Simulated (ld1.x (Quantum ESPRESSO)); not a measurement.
## Ranking TM potentials for Te (Z = 52)

All share these settings but for the change named:

ld1.x (Quantum ESPRESSO) 7.5 input, shortened:

```
&input
   title='Te', zed=52., rel=1, dft='PBE', iswitch=3,
   config='[Kr] 4d10 4f-2 5s2 5p4'
 /
 &inputp
   pseudotype=2, tm=.true., lloc=-1, rcloc=2.00,
   nlcc=.true., rcore=0.60
 /
4
5S  1  0   2.00   0.00  1.95  1.95  0.0
5P  2  1   4.00   0.00  2.20  2.20  0.0
4D  3  2  10.00   0.00  1.00  1.00  0.0
4F  4  3  -2.00  -0.20  1.95  1.95  0.0
 &test
   configts(1)='4d10 5s2 5p4'
 /
```

Test errors are all-electron minus pseudo excitation energies from the reference, over 4d10 5s2 5p3; 4d10 5s2 5p2; 4d10 5s2 5p1; 4d9 5s2 5p5; 4d10 5s2 5p0; 4d10 5s2 5p3.5; 4d10 5s1 5p5. None of these files shows a bound ghost.

The base gives 306.2 meV.

Of 5 variants that were run, those that failed, showed a ghost or another fault, or gave nearly equal values are left out.

A variant can come out equal or close to the base, since the largest error may sit in a test that the change hardly touches while other tests move.

(1) Rank these variants by their largest absolute test error, smallest first.
A. all radii but the core radius scaled by about 1.39 (s 2.72, p 3.06, d 1.40, f 2.72 bohr); local potential all-electron potential smoothed inside 2.78 bohr (lloc = -1)
B. all radii but the core radius scaled by about 1.25 (s 2.44, p 2.76, d 1.26, f 2.44 bohr); local potential all-electron potential smoothed inside 2.50 bohr (lloc = -1)
C. all radii but the core radius scaled by about 1.15 (s 2.24, p 2.54, d 1.16, f 2.24 bohr); local potential all-electron potential smoothed inside 2.30 bohr (lloc = -1)

Results:

(1) A (170.3 meV), B (245.3 meV), C (301.9 meV).
